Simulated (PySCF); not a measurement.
## Stretching HgP⁺

Set-up: PySCF, scalar-relativistic core potentials, basis sets Hg def2-SVPD with ECP60, P def2-SVPD. Energies in eV from Hg⁺ + P in their ground configurations at the same level. State: ³Σ⁻ (triplet), unpaired electrons π ↑↑.

Curves on a restricted Hartree–Fock reference rise too fast on stretching and do not dissociate correctly.

| R (Å) | LC-ωPBE | ROHF-MP2 | PBE0 | ROHF-SCS-MP2 |
| --- | --- | --- | --- | --- |
| 2.125 | -1.335 | -1.437 | -1.705 | -1.302 |
| 2.224 | -1.691 | -1.799 | -2.077 | -1.691 |
| 2.323 | -1.867 | -1.991 | -2.273 | -1.906 |
| 2.397 | -1.917 | -2.058 | -2.339 | -1.987 |
| 2.471 | -1.917 | -2.077 | -2.356 | -2.019 |
| 2.545 | -1.881 | -2.060 | -2.336 | -2.014 |
| 2.644 | -1.796 | -1.998 | -2.271 | -1.967 |
| 2.768 | -1.656 | -1.879 | -2.150 | -1.864 |
| 2.916 | -1.471 | -1.704 | -1.977 | -1.704 |
| 3.114 | -1.228 | -1.451 | -1.741 | -1.468 |

Task: Put a parabola through the three lowest points of the LC-ωPBE curve and estimate Re, k and ωe (reduced mass 26.86 u; 1 eV/Å² = 0.16022 mdyn/Å; ωe = 1302.8·√(k/μ) cm⁻¹).

Result: Through R = 2.323, 2.397, 2.471 Å the second-order coefficient is 4.57 eV/Å², so Re ≈ 2.434 Å, k ≈ 1.46 mdyn/Å and ωe ≈ 304 cm⁻¹. A polynomial fit of higher order to the unrounded LC-ωPBE energies gives Re = 2.433 Å, k = 1.24 mdyn/Å, ωe = 280 cm⁻¹; anharmonicity and rounding make the difference.

The higher-order fit for each curve: LC-ωPBE: Re = 2.433 Å, ωe = 280 cm⁻¹, De = 1.92 eV; ROHF-MP2: Re = 2.469 Å, ωe = 256 cm⁻¹, De = 2.08 eV; PBE0: Re = 2.464 Å, ωe = 261 cm⁻¹, De = 2.36 eV; ROHF-SCS-MP2: Re = 2.496 Å, ωe = 247 cm⁻¹, De = 2.02 eV.

Correlated steps freeze 5 core orbitals. Correlated levels converge slowly with the basis: in double zeta they bind strong bonds too weakly, by up to about 1 eV, and carry superposition errors of some tenths. ⟨S²⟩ of the unrestricted solution departs from its pure value on part of the curve, where spin states mix. Spin–orbit coupling is left out, which matters for elements this heavy, above all for dissociation energies. For an ion De counts to the pair picked by the measured ionisation energies or electron affinities, which need not be the lowest pair at this level. The state is the lowest determinant that a PBE0 search found; another state may lie lower at other levels.
